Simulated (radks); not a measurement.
The numbers below are computed, except where a source is named.
F I, configuration [He] 2s2 2p5. Code: a radial shooting solver on a logarithmic mesh with Libxc functionals. Model: non-relativistic Kohn-Sham, LDA (Slater exchange, Perdew-Zunger correlation), spin-polarised, spherical densities, point nucleus; open shells are filled with parallel spins first. Some entries of the table are withheld. Estimate them.

| orbital | occ. | eigenvalue (eV) | <r> (bohr) | <r^2> (bohr^2) |
|---|---|---|---|---|
| 1s up | 1 | -658.5461 | 0.1776 | 0.04255 |
| 1s down | 1 | -657.7325 | 0.1774 | 0.04246 |
| 2s up | 1 | -30.2763 | 1.006 | (1) |
| 2s down | 1 | -28.7137 | 1.018 | (2) |
| 2p up | 3 | -11.9956 | (3) | 1.582 |
| 2p down | 2 | -10.4780 | (4) | 1.709 |

Answer. 
(1) 2s up <r^2> (bohr^2): 1.235
(2) 2s down <r^2> (bohr^2): 1.267
(3) 2p up <r> (bohr): 1.089
(4) 2p down <r> (bohr): 1.126
